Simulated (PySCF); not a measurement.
Electron correlation in Cl (chlorine, neutral)

[Ne] 3s2 3p5, 2P determinant. All numbers are calculated (PySCF 2.14, the non-relativistic Hamiltonian (point nucleus), in def2-SVP (4s3p1d, 18 functions)). Frozen: [Ne]; 7 electrons correlated.

MP2 pair energies summed by pair of shells (mhartree):

| pair | energy | share (%) |
| --- | --- | --- |
| 3p-3p | -71.92 | 66.0 |
| 3s-3p | -29.90 | 27.4 |
| 3s-3s | -7.12 | 6.5 |

Total MP2 correlation energy: -108.94 mhartree.

Same-spin part -26.98 and opposite-spin part -81.96 mhartree; SCS-MP2 scales them by 1/3 and 6/5 to -107.34 mhartree.

```csv
level,correlation energy (mhartree)
CCSD,-125.67
(T),-1.03
CCSD(T),-126.70
```

Diagnostics: T1 = 0.0054, D1 = 0.0165, largest double amplitude 0.051.

Cost of the coupled-cluster step: 0.07 s of wall time on 1 thread of Neoverse-V2 (shared host), for 7 correlated electrons.
